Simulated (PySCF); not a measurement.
**Continuum solvent and chemical shifts**

Molfile (atoms numbered from 1):
```
C5H16Si2
     RDKit          3D

 23 22  0  0  0  0  0  0  0  0999 V2000
   -2.6291    1.1629   -0.0906 C   0  0  0  0  0  0  0  0  0  0  0  0
   -1.2960    0.5365   -0.4765 C   0  0  0  0  0  0  0  0  0  0  0  0
   -0.7587   -0.4904    0.5299 C   0  0  2  0  0  0  0  0  0  0  0  0
   -0.4545    0.1103    1.9035 C   0  0  0  0  0  0  0  0  0  0  0  0
    0.7123   -1.4382   -0.2019 Si  0  0  0  0  0  4  0  0  0  0  0  0
    2.0565   -0.3284   -0.9272 C   0  0  0  0  0  0  0  0  0  0  0  0
    2.8607    0.9504    0.1917 Si  0  0  0  0  0  4  0  0  0  0  0  0
   -2.9890    1.8476   -0.8738 H   0  0  0  0  0  0  0  0  0  0  0  0
   -3.4013    0.3909    0.0586 H   0  0  0  0  0  0  0  0  0  0  0  0
   -2.5554    1.7433    0.8416 H   0  0  0  0  0  0  0  0  0  0  0  0
   -0.5441    1.3353   -0.6112 H   0  0  0  0  0  0  0  0  0  0  0  0
   -1.4025    0.0567   -1.4661 H   0  0  0  0  0  0  0  0  0  0  0  0
   -1.5342   -1.2706    0.6621 H   0  0  0  0  0  0  0  0  0  0  0  0
   -1.3627    0.5011    2.3894 H   0  0  0  0  0  0  0  0  0  0  0  0
   -0.0171   -0.6343    2.5865 H   0  0  0  0  0  0  0  0  0  0  0  0
    0.2576    0.9481    1.8293 H   0  0  0  0  0  0  0  0  0  0  0  0
    1.3201   -2.3093    0.8558 H   0  0  0  0  0  0  0  0  0  0  0  0
    0.2026   -2.3263   -1.2979 H   0  0  0  0  0  0  0  0  0  0  0  0
    1.6506    0.1902   -1.8131 H   0  0  0  0  0  0  0  0  0  0  0  0
    2.8539   -0.9963   -1.2985 H   0  0  0  0  0  0  0  0  0  0  0  0
    3.2561    0.3457    1.5017 H   0  0  0  0  0  0  0  0  0  0  0  0
    1.9261    2.0856    0.4652 H   0  0  0  0  0  0  0  0  0  0  0  0
    4.0873    1.5168   -0.4523 H   0  0  0  0  0  0  0  0  0  0  0  0
  1  2  1  0
  2  3  1  0
  3  4  1  0
  3  5  1  0
  5  6  1  0
  6  7  1  0
  1  8  1  0
  1  9  1  0
  1 10  1  0
  2 11  1  0
  2 12  1  0
  3 13  1  1
  4 14  1  0
  4 15  1  0
  4 16  1  0
  5 17  1  0
  5 18  1  0
  6 19  1  0
  6 20  1  0
  7 21  1  0
  7 22  1  0
  7 23  1  0
M  END
```

GIAO PBE0/pcSseg-1 in PySCF 2.14 on one PBE0-D3(BJ)/def2-SVP conformer, non-relativistic, equivalent nuclei averaged. Solvents enter as an IEF-PCM continuum (acetonitrile with ε = 35.7, dimethylsulfoxide with ε = 46.8) around the gas-phase geometry. Shifts are referred to TMS computed in the same medium.

Gas phase, δ in ppm: C2 26.2, C3 20.8, C4 16.0, C1 15.0, C6 -15.8, Si5 -24.0, Si7 -66.2, H18 4.27, H17 4.10, H21/H22/H23 4.06, H12 1.41, H14/H15/H16 1.14, H11 1.09, H8/H9/H10 1.04. Dipole moment 0.73 D.

(1) How does each δ change in the continuum?

(2) Which nuclei move most (in ppm), and what does the model miss?

Results:

(1) 
```tsv
atoms	environment	Δδ, acetonitrile	Δδ, dimethylsulfoxide
C2	sp3 CH2	+0.7	+0.7
C3	sp3 CH bonded to Si	+0.8	+0.8
C4	methyl carbon	+0.5	+0.5
C1	methyl carbon	+0.4	+0.4
C6	sp3 CH2 bonded to 2 Si	+0.4	+0.4
Si5	silicon bonded to 2 C, 2 H	+0.7	+0.7
Si7	silicon bonded to C, 3 H	+0.5	+0.5
H18	hydrogen on a silicon bonded to 2 C	-0.14	-0.14
H17	hydrogen on a silicon bonded to 2 C	-0.15	-0.15
H21/H22/H23	hydrogen on a silicon bonded to C	-0.08	-0.09
H12	hydrogen on an sp3 CH2	+0.03	+0.03
H14/H15/H16	hydrogen on a methyl carbon	-0.02	-0.02
H11	hydrogen on an sp3 CH2	+0.04	+0.04
H8/H9/H10	hydrogen on a methyl carbon	-0.01	-0.01
```

Changes are relative to the gas phase. The dipole moment becomes 0.95 D in acetonitrile, 0.95 D in dimethylsulfoxide.

(2) C3 (sp3 CH bonded to Si, +0.8 ppm) in dimethylsulfoxide. A continuum only polarises the solute; specific hydrogen bonds, the anisotropy of aromatic solvents and changes of geometry or conformer are outside it.
